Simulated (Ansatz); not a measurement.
`F[Si]1(Br)CC1` + H₂ → `F[SiH]1CC1` + HBr  (hydrogenolysis of the Si–Br bond)

Isolated molecules relaxed with PBE0-D4/def2-TZVP in Ansatz; ΔE leaves out vibrations. CBS: MP2 limit from def2 TZ/QZ plus the TZ coupled-cluster correction, frozen cores. This one scheme is used for every species. DFT in def2-TZVPP. For Br outer-core shells are correlated without core-valence functions, which leaves a few kJ/mol of doubt a bond. Scalar relativity is left out up to krypton.

```json
{"level": "r2SCAN-D4", "ΔE (eV)": "0.81"}
{"level": "PBE0-D4", "ΔE (eV)": "0.76"}
{"level": "ωB97M-V", "ΔE (eV)": "0.75"}
{"level": "PBE", "ΔE (eV)": "0.71"}
{"level": "PBE0", "ΔE (eV)": "0.70"}
{"level": "HF/CBS(def2)", "ΔE (eV)": "0.57"}
{"level": "MP2/CBS(def2)", "ΔE (eV)": "0.88"}
{"level": "CCSD/CBS(def2)", "ΔE (eV)": "0.73"}
```

(1) What does CCSD(T)/CBS give? (Estimate.)

Largest T1 diagnostic among the species: 0.011.

Answers

(1) Ansatz gave: +0.77 eV. The listed levels differ from it by 0.04, -0.01, -0.02, -0.06, -0.07, -0.20, 0.11, -0.04 eV.

In def2-TZVPP, CCSD(T) changes the Hartree–Fock value by +0.14 eV (the triples alone add +0.05 eV) and MP2 by +0.25 eV. The D4 term adds +0.10 eV with B3LYP and +0.06 eV with PBE0; it sums over pairs of atoms, weighted by their polarisabilities, and B3LYP, whose exchange is more repulsive, gets the larger term.

B3LYP here is the variant with VWN-RPA as its local correlation; programs differ in this.
